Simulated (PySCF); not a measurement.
Several orderings of computed values.

Each SMILES stands for a single optimised conformer of the isolated species, non-relativistic unless stated. Electronic properties by PySCF.

Dipoles, sizes and rotational constants follow the conformer. The torsions of the flexible species, by atom-mapped SMILES:
- `[CH2:1]=[CH:2][c:3]1[cH:4][cH:5][cH:6][cH:7][c:8]1[NH:9][CH3:10]`: C1–C2–C3–C4 -35°, C7–C8–N9–C10 10°
- `[CH3:1][CH2:2][C:3]([SiH2:4][O:5][CH3:6])=[C:7]([F:8])[F:9]`: C1–C2–C3–Si4 -72°, C2–C3–Si4–O5 -11°, C3–Si4–O5–C6 180°
- `[CH2:1]=[CH:2]/[CH:3]=[CH:4]/[C:5](=[CH2:6])[N:7]([SiH3:8])[SiH3:9]`: C1–C2–C3–C4 -178°, C3–C4–C5–C6 -166°, C4–C5–N7–Si8 72°
- `[NH2:1][C:2](=[S:3])[c:4]1[cH:5][cH:6][n:7][cH:8][cH:9]1`: N1–C2–C4–C5 -154°, H–N1–C2–S3 -3°, H–N1–C2–S3 -172°
- `[CH3:1][C:2]#[C:3][Si@H:4]([CH3:5])[O:6][SiH2:7][CH3:8]`: C3–Si4–O6–Si7 31°, Si4–O6–Si7–C8 -30°
- `[CH3:1]/[CH:2]=[CH:3]\[P+:4]1([CH3:5])[CH:6]=[CH:7][CH2:8][CH:9]=[CH:10]1`: C2–C3–P4–C5 -178°
- `[N:1]#[C:2][C@@H:3]([CH2:4][CH2:5][F:6])[S:7](=[O:8])(=[O:9])[O-:10]`: C2–C3–C4–C5 62°, C3–C4–C5–F6 -172°, C2–C3–S7–O8 -166°
- `[CH3:1][c:2]1[cH:3][p-:4][cH:5][c:6]1[C:7]([CH3:8])([CH3:9])[CH3:10]`: C5–C6–C7–C8 -130°
- `[CH2:1]=[CH:2][c:3]1[cH:4][cH:5][cH:6][c:7]([NH:8][CH3:9])[cH:10]1`: C1–C2–C3–C4 15°, C6–C7–N8–C9 -164°
- `[CH3:1][O:2][Si@H:3]([CH3:4])[C:5]([CH3:6])=[C:7]([F:8])[F:9]`: C1–O2–Si3–C4 -58°, O2–Si3–C5–C6 8°

(1) Rank by dipole moment, lowest first (PBE0/pcSseg-1 at GFN2-xTB geometries).
A. `CC#C[Si@@H](O[SiH2]C)C`
B. `C=Cc1ccccc1NC`
C. `CCC([SiH2]OC)=C(F)F`
D. `c1(C(=S)N)ccncc1`
E. `C=C/C=C/C(=C)N([SiH3])[SiH3]`

(2) Rank by HOMO–LUMO gap, highest first (PBE0/pcSseg-1 at GFN2-xTB geometries).
A. `C=C/C=C/C(=C)N([SiH3])[SiH3]`
B. `C/C=C\[P+]1(C)C=CCC=C1`
C. `c1cc(c(C=C)cc1)NC`
D. `CCC([SiH2]OC)=C(F)F`
E. `NC(=S)C1=CC=NC=C1`
F. `CC#C[Si@H](C)O[SiH2]C`

(3) Give the two extremes of that set in kcal/mol.

(4) Rank by smallest rotational constant, lowest first (GFN2-xTB).
A. `C(C)(c1c[p-]cc1C)(C)C`
B. `C/C=C\[P+]1(C)C=CCC=C1`
C. `N#C[C@@H](CCF)S(=O)(=O)[O-]`
D. `CC#C[Si@H](C)O[SiH2]C`

(5) By how much do the two ends of that ranking differ?

(6) Rank by HOMO energy, lowest first (PBE0/pcSseg-1 at GFN2-xTB geometries).
A. `CCC([SiH2]OC)=C(F)F`
B. `C=CC1=CC(NC)=CC=C1`
C. `CO[Si@H](C)C(C)=C(F)F`
D. `NC(=S)C1=CC=NC=C1`

(7) By how much do the two ends of that ranking differ?

## Answers

(1) E (0.39 D), B (1.89 D), A (2.24 D), C (2.42 D), D (3.90 D).

(2) F (7.81 eV), D (7.62 eV), B (6.91 eV), C (4.94 eV), A (4.82 eV), E (4.20 eV).

(3) `NC(=S)c1ccncc1`: 97 kcal/mol; `CC#C[Si@H](C)O[SiH2]C`: 180 kcal/mol.

(4) D (0.618 GHz), A (0.690 GHz), C (0.750 GHz), B (0.823 GHz).

(5) By 0.205 GHz, between `C/C=C\[P+]1(C)C=CCC=C1` and `CC#C[Si@H](C)O[SiH2]C`.

(6) A (-7.30 eV), C (-7.18 eV), D (-6.42 eV), B (-5.68 eV).

(7) By 1.62 eV, between `C=Cc1cccc(NC)c1` and `CCC([SiH2]OC)=C(F)F`.
